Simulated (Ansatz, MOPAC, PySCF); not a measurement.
System: silicon dioxide molecule, SiO₂ (charge 0, singlet). SMILES: O=[Si]=O
Geometry from a B3LYP-D3(BJ)/def2-TZVP (Ansatz, a first-principles code) optimisation:
```
Si
O 1 1.5101
O 1 1.5101 2 180.00
```
Charge 0, spin multiplicity 1.

Unscaled harmonic wavenumbers (cm⁻¹) in rising order, each level at the stationary point that it reaches from this structure (no distance between atoms moves by over 0.3 Å); the order of modes can differ between levels, and a negative number is imaginary. B3LYP-D3(BJ)/def2-TZVP (PySCF, at the structure above): 291, 291, 999, 1447.

AM1 (MOPAC): 216, 216, 985, 1402. Zero-point energy 4.0 against 4.3 kcal/mol; where all levels lie over 400 cm⁻¹, the wavenumbers are on average 0.977 times those of B3LYP-D3(BJ)/def2-TZVP.

HF/6-31G* (Ansatz): 329, 329, 1111, 1602. Zero-point energy 4.8 against 4.3 kcal/mol; where all levels lie over 400 cm⁻¹, the wavenumbers are on average 1.110 times those of B3LYP-D3(BJ)/def2-TZVP.
